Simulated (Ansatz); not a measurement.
One change: `[NH2][GeH]([F])[SiH3]` becomes `[F][GeH]([AlH2])[SiH3]`.

Ansatz, PBE0-D4/def2-TZVP geometries, multiplicity 1. Each molecule was computed in one conformer, which needn't be the lowest.

Scalar relativity is left out up to krypton.

| property | `[NH2][GeH]([F])[SiH3]` |
| --- | --- |
| LUMO energy (PBE/def2-TZVPP) / eV | -0.93 |
| HOMO–LUMO gap (ωB97M-V/def2-TZVPP) / eV | 11.93 |
| HOMO–LUMO gap (PBE/def2-TZVPP) / eV | 5.54 |
| size of the dipole moment (PBE/def2-TZVPP) / D | 1.62 |
| LUMO energy (B3LYP/def2-TZVPP) / eV | -0.33 |
| HOMO–LUMO gap (B3LYP/def2-TZVPP) / eV | 7.36 |

Question: Give the same properties after the change, and the shifts. (Best estimate.)

Answer: Computed: 
| property | `[F][GeH]([AlH2])[SiH3]` | shift |
| --- | --- | --- |
| LUMO energy (PBE/def2-TZVPP) / eV | -3.09 | -2.16 |
| HOMO–LUMO gap (ωB97M-V/def2-TZVPP) / eV | 8.65 | -3.28 |
| HOMO–LUMO gap (PBE/def2-TZVPP) / eV | 3.29 | -2.25 |
| size of the dipole moment (PBE/def2-TZVPP) / D | 2.00 | 0.38 |
| LUMO energy (B3LYP/def2-TZVPP) / eV | -2.54 | -2.21 |
| HOMO–LUMO gap (B3LYP/def2-TZVPP) / eV | 4.71 | -2.65 |

With PBE0 the HOMO rises by 0.50 eV and the LUMO falls by 2.24 eV, so the gap narrows by about 2.74 eV. PBE moves the HOMO by 0.09 eV and ωB97M-V by 0.96 eV. Dipoles are sizes alone; their direction can turn.

B3LYP here is the variant with VWN-RPA as its local correlation; programs differ in this.
